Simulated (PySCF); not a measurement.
From one molecule to another.

First species: Sn(eta1-allyl)H3, C3H8Sn.
Z-matrix (Å and degrees, PBE0-D3(BJ)/def2-SVP geometry), rows numbered from 1:
```
Sn
C   1  2.1773
C   2  1.4854  1  111.02
C   3  1.3372  2  125.87  1   102.90
H   2  1.1012  1  106.23  3  -121.79
H   2  1.1007  1  107.00  3   122.69
H   3  1.0983  2  115.92  1   -75.46
H   4  1.0952  3  121.37  2     1.57
H   4  1.0927  3  121.41  2  -178.50
H   1  1.7173  2  109.37  3    62.64
H   1  1.7148  2  108.74  3   -56.96
H   1  1.7190  2  110.12  3  -177.36
```

Second species: C2H4BN.
Bonds: C1–C2 (triple), C2–B3, B3–N4. Hydrogens: H5 on C1; H6 on B3; H7, H8 on N4.

Levels: wB97X-D/def2-SVPD for HOMO energy, LUMO energy, HOMO–LUMO gap and static isotropic polarisability; TDDFT wB97X-D/def2-SVPD for lowest singlet excitation; TDA wB97X-D/def2-SVPD for lowest triplet excitation (Tamm–Dancoff); ΔSCF wB97X-D/def2-SVPD for vertical ionisation energy. Geometries: PBE0-D3(BJ)/def2-SVP. All species are isolated and taken at one optimised geometry (atoms past krypton carry core potentials, spin–orbit coupling is left out); the electronic structure was computed with PySCF and density fitting.

The conformers computed, where there is a choice (atom-mapped SMILES and torsion angles):
- `[CH:1]#[C:2][BH:3][NH2:4]`: H–N4–B3–C2 0°, H–N4–B3–C2 180°

Values for the first species:

| Quantity | Value |
| --- | --- |
| HOMO energy | -8.67 eV |
| LUMO energy | 1.42 eV |
| HOMO–LUMO gap | 10.09 eV |
| Lowest singlet excitation | 6.36 eV |
| Lowest triplet excitation (Tamm–Dancoff) | 4.19 eV |
| Static isotropic polarisability | 82.7 au |
| Vertical ionisation energy | 8.84 eV |

Question: Estimate the same properties for the second species, and the change in each.

Answer: 
```
                                property     first    second  second less first
                             HOMO energy  -8.67 eV  -9.76 eV           -1.09 eV
                             LUMO energy   1.42 eV   1.02 eV           -0.40 eV
                           HOMO–LUMO gap  10.09 eV  10.78 eV           +0.69 eV
               lowest singlet excitation   6.36 eV   5.26 eV           -1.10 eV
lowest triplet excitation (Tamm–Dancoff)   4.19 eV   4.61 eV           +0.42 eV
         static isotropic polarisability   82.7 au   47.0 au           -35.7 au
              vertical ionisation energy   8.84 eV  10.22 eV           +1.38 eV
```

On the first: The principal polarisabilities are 70.8, 72.6 and 104.7 au; their mean is the isotropic value. The vertical singlet–triplet gap S1 − T1 is 2.17 eV (TDDFT singlet less Tamm–Dancoff triplet; S1: HOMO→LUMO, weight 0.51, beside HOMO→LUMO+1, weight 0.42; T1: HOMO→LUMO, weight 0.49). Atoms past krypton carry effective core potentials; spin–orbit coupling is left out.

On the second: No computed singlet falls in the visible range (750 to 380 nm, 1.65 to 3.26 eV); S1 lies 2.00 eV above its blue end. The principal polarisabilities are 33.2, 41.2 and 66.5 au; their mean is the isotropic value.
